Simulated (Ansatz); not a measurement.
Consider the redistribution: `C[O][GeH]([F])[O]C` + `NC([SiH3])S` → `C[O][GeH]([F])[SH]` + `COC(N)[SiH3]`.

Gas-phase electronic energies from Ansatz, PBE0-D4/def2-TZVP geometries. CCSD(T)/CBS adds triple-zeta CCSD(T) − MP2 to the extrapolated MP2 energy (def2 sets, frozen cores). DFT in def2-TZVPP. B3LYP here is the variant with VWN-RPA as its local correlation; programs differ in this. For Ge outer-core shells are correlated without core-valence functions, which leaves a few kJ/mol of doubt a bond. Scalar relativity is left out up to krypton. One conformer a species, not always the lowest.

```tsv
level	ΔE (kJ/mol)	difference from CCSD(T)/CBS
PBE-D4	-3.4	-16.7
r2SCAN-D4	2.6	-10.7
PBE0-D4	0.7	-12.6
B3LYP-D4	3.8	-9.5
ωB97X-V	6.6	-6.7
ωB97M-V	6.0	-7.3
B2PLYP	8.8	-4.5
PBE	-4.0	-17.3
r2SCAN	2.6	-10.7
PBE0	0.3	-13.0
B3LYP	2.5	-10.8
HF/def2-TZVPP	14.4	1.1
MP2/def2-TZVPP	17.2	3.9
SCS-MP2/def2-TZVPP	18.2	4.9
CCSD/def2-TZVPP	13.1	-0.2
CCSD(T)/def2-TZVPP	12.2	-1.1
HF/def2-QZVPP	16.0	2.7
MP2/def2-QZVPP	18.5	5.2
SCS-MP2/def2-QZVPP	19.5	6.2
HF/CBS(def2)	16.2	2.9
MP2/CBS(def2)	18.4	5.1
CCSD/CBS(def2)	14.3	1.0
CCSD(T)/CBS	13.3	0
```

Largest T1 diagnostic among the species: 0.012.

From PBE to PBE0 (25 % exact exchange), in def2-TZVPP and without D4, ΔE moves by +4.3 kJ/mol.
